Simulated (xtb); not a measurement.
CH2Cl, doublet, from a rough starting geometry; GFN2-xTB (xtb).

Here is a job for xtb.
```
$ xtb mol.xyz --gfn 2 --uhf 1 --opt vtight --json

# file mol.xyz
4

C     -0.11542386    -0.02297766     0.05993465
Cl     1.52882091     0.02368469     0.04079560
H     -0.66423856     0.99827377    -0.01842269
H     -0.64294175    -0.88902449    -0.00711021
```

What the program printed (banner, timings and long lists left out):

```
   ID    Z sym.   atoms
    1    6 C      1
    2   17 Cl     2
    3    1 H      3, 4

           -------------------------------------------------
          |                Calculation Setup                |
           -------------------------------------------------

           -------------------------------------------------
          |                 G F N 2 - x T B                 |
           -------------------------------------------------

          ...................................................
          :                      SETUP                      :
          :.................................................:
          :  # basis functions                  16          :
          :  # atomic orbitals                  15          :
          :  # shells                            7          :
          :  # electrons                        13          :
          :  max. iterations                   250          :
          :  Hamiltonian                  GFN2-xTB          :
          :  restarted?                      false          :
          :  GBSA solvation                  false          :
          :  PC potential                    false          :
          :  electronic temp.          300.0000000     K    :
          :  accuracy                    1.0000000          :
          :  -> integral cutoff          0.2500000E+02      :
          :  -> integral neglect         0.1000000E-07      :
          :  -> SCF convergence          0.1000000E-05 Eh   :
          :  -> wf. convergence          0.1000000E-03 e    :
          :  Broyden damping             0.4000000          :
          :  net charge                          0          :
          :  unpaired electrons                  1          :
          ...................................................

 iter      E             dE          RMSdq      gap      omega  full diag
   1     -7.6568338 -0.765683E+01  0.440E+00    5.40       0.0  T
   2     -7.6617574 -0.492358E-02  0.252E+00    5.66       1.0  T
   3     -7.6619045 -0.147118E-03  0.103E+00    5.41       1.0  T
   4     -7.6624307 -0.526215E-03  0.254E-01    5.48       1.0  T
   5     -7.6624582 -0.275143E-04  0.898E-02    5.49       1.0  T
   6     -7.6624701 -0.118799E-04  0.502E-02    5.48       1.0  T
   7     -7.6624741 -0.398918E-05  0.267E-02    5.47       1.9  T
   8     -7.6624756 -0.148228E-05  0.400E-03    5.47      12.5  T
   9     -7.6624756 -0.792963E-08  0.255E-03    5.47      19.6  T
[...]
         :: total energy              -7.612765585254 Eh    ::
 * total energy  :    -7.6127656 Eh     change       -0.8899548E-12 Eh
 * total energy  :    -7.6187402 Eh     change       -0.5974634E-02 Eh
 * total energy  :    -7.6194654 Eh     change       -0.7251428E-03 Eh
 * total energy  :    -7.6195593 Eh     change       -0.9395681E-04 Eh
 * total energy  :    -7.6196021 Eh     change       -0.4281772E-04 Eh
 * total energy  :    -7.6196087 Eh     change       -0.6518208E-05 Eh
 * total energy  :    -7.6196088 Eh     change       -0.1536121E-06 Eh
 * total energy  :    -7.6196088 Eh     change       -0.3717037E-07 Eh
   *** GEOMETRY OPTIMIZATION CONVERGED AFTER 8 ITERATIONS ***
         :: total energy              -7.619608845866 Eh    ::
[...]
        12                          0.0185933               0.5059
        13                          0.1449320               3.9438
        14                          0.2396253               6.5205
        15                          0.3165683               8.6143
      -------------------------------------------------------------
                  HL-Gap            0.1995274 Eh            5.4294 eV
             Fermi-level           -0.3031854 Eh           -8.2501 eV

     #   Z          covCN         q      C6AA      α(0)
     1   6 C        2.745    -0.053    29.293     8.862
     2  17 Cl       0.892    -0.078   101.549    15.417
     3   1 H        0.927     0.065     2.136     2.286
     4   1 H        0.927     0.065     2.136     2.286

 Mol. C6AA /au·bohr⁶  :        338.839719
 Mol. C8AA /au·bohr⁸  :      10886.172794
 Mol. α(0) /au        :         28.850019

Wiberg/Mayer (AO) data.
largest (>0.10) Wiberg bond orders for each atom

 ---------------------------------------------------------------------------
     #   Z sym  total        # sym  WBO       # sym  WBO       # sym  WBO
 ---------------------------------------------------------------------------
     1   6 C    3.247 --     2 Cl   1.284     3 H    0.982     4 H    0.982
     2  17 Cl   1.306 --     1 C    1.284
     3   1 H    0.996 --     1 C    0.982
     4   1 H    0.996 --     1 C    0.982
 ---------------------------------------------------------------------------

Topologies differ in total number of bonds
Writing topology from bond orders to xtbtopo.mol

molecular dipole:
                 x           y           z       tot (Debye)
 q only:       -0.372       0.001      -0.007
   full:       -0.325       0.001      -0.004       0.827
molecular quadrupole (traceless):
                xx          xy          yy          xz          yz          zz
 q only:       -0.671      -0.025       0.647      -0.035      -0.004       0.025
  q+dip:       -1.160      -0.017       1.653      -0.037      -0.013      -0.493
   full:       -0.628      -0.021       0.904      -0.028      -0.007      -0.276

optimized geometry written to: xtbopt.xyz

           -------------------------------------------------
          | TOTAL ENERGY               -7.619608845866 Eh   |
          | GRADIENT NORM               0.000050257377 Eh/α |
          | HOMO-LUMO GAP               5.429416189602 eV   |
           -------------------------------------------------

normal termination of xtb
```
